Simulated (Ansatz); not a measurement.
# Cost against result

Saddle point of SiN$_{2}$H$_{6}$O, singlet (SiN₂H₆O ([NH2][SiH]([NH2])[OH]) → SiN₂H₄O ([NH2][Si]([NH2])[O]) + H₂; bonds formed: H2–H4; bonds broken: Si1–H2, O3–H4), PBE0-D4/def2-TZVP structure:

```
10
angstrom
Si -0.1357 0.2495 -0.2693
H 0.5781 -0.9394 -1.4192
O -0.5325 1.0065 -1.5742
H 0.1639 -0.1940 -1.8587
N 1.1447 0.7280 0.7046
N -1.2347 -0.6380 0.6370
H 1.3385 0.3822 1.6277
H 1.8613 1.3380 0.3500
H -2.1047 -0.9442 0.2368
H -1.0789 -0.9886 1.5654
```

Barriers are electronic and count from the start structure reached by relaxing down the imaginary mode.

Ansatz 0.2.0; basis: as named in each row; cores frozen in the correlated methods. B3LYP uses VWN-RPA correlation. Extrapolation: Hartree–Fock as exp(−7.88 √X), correlation as X^−2.97.

Times are rough, for one single point on 4 threads of a shared host (Arm Neoverse V1).

The estimate by CCSD(T) at an estimated basis limit (MP2 extrapolated from triple and quadruple zeta, plus CCSD(T) − MP2 in triple zeta) is 236.9 kJ/mol.

```tsv
method	basis	time (s)	barrier (kJ/mol)	method less estimate
HF	STO-3G	under 1	604.6	367.6
PBE-D4	STO-3G	under 1	374.4	137.5
SPW92	def2-SVP	under 1	196.3	-40.6
B3LYP-D4	6-31G	under 1	294.2	57.3
PBE-D4	def2-SVP	under 1	205.9	-31.1
PBE0-D4	def2-SVP	under 1	233.1	-3.9
SPW92	def2-TZVPP	under 1	190.8	-46.1
PBE-D4	def2-TZVPP	1	200.4	-36.5
BLYP-D4	def2-TZVPP	1	208.3	-28.6
B3LYP-D4	def2-TZVPP	2	227.5	-9.4
BHLYP-D4	def2-TZVPP	2	255.1	18.2
PBE0-D4	def2-TZVPP	2	224.9	-12.0
CAM-B3LYP-D4	def2-TZVPP	2	235.5	-1.4
CCSD(T)	def2-SVP	2	251.6	14.7
r2SCAN-D4	def2-TZVPP	2	214.3	-22.7
wB97M-V	def2-SVP	3	240.3	3.4
r2SCAN0-D4	def2-TZVPP	3	232.5	-4.5
B2PLYP	def2-TZVPP	3	230.1	-6.9
PBE-QIDH	def2-TZVPP	3	237.1	0.2
wB97X-V	def2-TZVPP	4	237.4	0.5
RPA on PBE	def2-TZVPP	4	235.6	-1.3
wB97M-V	def2-TZVPP	5	233.2	-3.7
B97M-V	def2-TZVPP	6	222.1	-14.8
MP2	def2-QZVPP	12	228.9	-8.1
CCSD(T)	def2-TZVPP	54	238.6	1.6
```

All methods are single points on the PBE0-D4 structures.

T1 diagnostic: at most 0.015.

Labels in which every atom is bracketed show which atoms are joined, not bond orders.
